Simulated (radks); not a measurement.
Results of a calculation; reference values are marked as such.
Question: These are the eigenvalues of the occupied orbitals of an atom or ion with whole-number occupations (eV). Level of theory: scalar-relativistic Kohn-Sham, BLYP, spin-unpolarised, spherical densities, finite nucleus; Fermi nuclear charge, rms radius of each element as measured or else 0.836 A^(1/3) + 0.57 fm (a radial shooting solver on a logarithmic mesh with Libxc functionals).

| orbital | eigenvalue |
|---|---|
| 1s | -58604.98 |
| 2s | -14257.29 |
| 4f | -3143.898 |

Which element is it, and in what charge state? The configuration may be excited.

Answer: Z = 65, terbium, charge +60: Tb60+ in [He] 2s2 4f1. The list shows which subshells hold electrons but not how many an open one holds; the 1s level, -2153.7 hartree, gives Z - s = 65.6 by -(Z - s)^2/2, which with screening and relativity narrows Z to a few neighbours, and the depths of the outer levels then fix element, charge and occupations together.
